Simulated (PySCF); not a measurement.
C3H4ClFSi, SMILES FC=C=C([SiH3])Cl. Atoms are numbered in the order given.

```xyz
10

F      2.9477     0.0604    -1.2185
C      2.2494    -0.3379    -0.1388
C      0.9564    -0.1165     0.0156
C     -0.3424     0.0217     0.1867
Si    -1.6568    -1.2161    -0.3918
Cl    -1.0230     1.4428     1.0043
H      2.8734    -0.8688     0.6022
H     -2.5824    -0.5249    -1.3513
H     -0.9749    -2.3754    -1.0578
H     -2.4388    -1.6806     0.8035
```
Charge 0, spin multiplicity 1.

Geometry: PBE-D3(BJ)/def2-SVP. This is a generated structure with no PubChem entry under its InChIKey; it may be hypothetical.

Computed with PBE-D3(BJ)/def2-SVP run with PySCF 2.14.0.

Frequencies are harmonic and unscaled.

Computed normal modes with their intensities:
```
mode  ν (cm⁻¹)  IR (km/mol)    moving atoms (share of kinetic energy)
----  --------  -----------  ----------------------------------------
1           85          0.1  F 29 %, Si 28 %, Cl 17 %, C 16 %, H 10 %
2          104          0.1                    H 59 %, C 19 %, F 16 %
3          135          0.2           H 40 %, C 25 %, F 22 %, Cl 10 %
4          172          1.4          Cl 32 %, C 28 %, Si 20 %, H 14 %
5          247          1.8                    C 48 %, H 27 %, F 14 %
6          346          0.5           C 60 %, H 16 %, F 14 %, Cl 10 %
7          425         24.4           Si 38 %, C 32 %, Cl 14 %, H 8 %
8          463         12.1                    C 67 %, Cl 22 %, H 8 %
9          590         54.6                     H 56 %, C 21 %, F 8 %
10         639         32.2                    H 61 %, C 26 %, Si 9 %
11         659          9.1                            C 51 %, H 35 %
12         798          6.1                            H 66 %, C 33 %
13         830         78.5                            C 75 %, H 18 %
14         881        259.7                    H 79 %, Si 12 %, C 9 %
15         900         37.1                                    H 97 %
16         909         51.7                                    H 96 %
17        1049        111.4                            C 69 %, F 25 %
18        1210         42.8                    H 68 %, C 20 %, F 11 %
19        1384        110.2                            C 73 %, H 24 %
20        2004        124.0                                    C 99 %
21        2174         59.7                                    H 99 %
22        2186         80.1                                    H 96 %
23        2193         83.2                                    H 96 %
24        3098          3.5                             H 92 %, C 8 %
```
